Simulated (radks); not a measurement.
Ne V, configuration [He] 2s2 2p1.75 3p0.25 (fractional occupations, a model configuration).

Calculated with a radial shooting solver on a logarithmic mesh with Libxc functionals: scalar-relativistic Kohn-Sham, AM05, spin-polarised, spherical densities, finite nucleus; open shells are filled with parallel spins first; Fermi nuclear charge, rms radius 3.0055 fm.

Energy parts (hartree):
| part | energy |
|---|---|
| total | -119.54344 |
| kinetic | 119.53983 |
| electron-nucleus | -264.78503 |
| Hartree | 34.57899 |
| exchange-correlation | -8.87722 |

Orbitals (lengths in bohr, moments of r in powers of bohr; <r^-3> diverges for s and p1/2; r(90%) holds 90 % of the orbital's charge):
[
 {"orbital": "1s up", "occ.": "1", "eigenvalue (hartree)": "-35.08495", "<r^-3>": "-", "<r^4>": "0.002959", "<1/r>": "9.602", "r(90%)": "0.283"},
 {"orbital": "1s down", "occ.": "1", "eigenvalue (hartree)": "-34.98648", "<r^-3>": "-", "<r^4>": "0.002910", "<1/r>": "9.626", "r(90%)": "0.282"},
 {"orbital": "2s up", "occ.": "1", "eigenvalue (hartree)": "-5.01896", "<r^-3>": "-", "<r^4>": "0.7869", "<1/r>": "1.941", "r(90%)": "1.17"},
 {"orbital": "2s down", "occ.": "1", "eigenvalue (hartree)": "-4.79742", "<r^-3>": "-", "<r^4>": "0.8464", "<1/r>": "1.899", "r(90%)": "1.19"},
 {"orbital": "2p up", "occ.": "1.75", "eigenvalue (hartree)": "-4.24916", "<r^-3>": "19.21", "<r^4>": "0.7014", "<1/r>": "1.857", "r(90%)": "1.13"},
 {"orbital": "2p down", "occ.": "0", "eigenvalue (hartree)": "-3.99599", "<r^-3>": "18.40", "<r^4>": "0.7897", "<1/r>": "1.818", "r(90%)": "1.17"},
 {"orbital": "3p up", "occ.": "0.25", "eigenvalue (hartree)": "-1.40175", "<r^-3>": "3.444", "<r^4>": "41.49", "<1/r>": "0.6463", "r(90%)": "3.16"}
]

The highest occupied level is 3p up at -38.143 eV. The configuration is held as typed, so some empty levels lie below it. The electron density at the nucleus is 657.2 e/bohr^3 (large components only). Summed over all electrons, <r^2> = 3.767 bohr^2, which gives a Langevin (diamagnetic) susceptibility term of -2.98 x 10^-6 cm^3/mol.
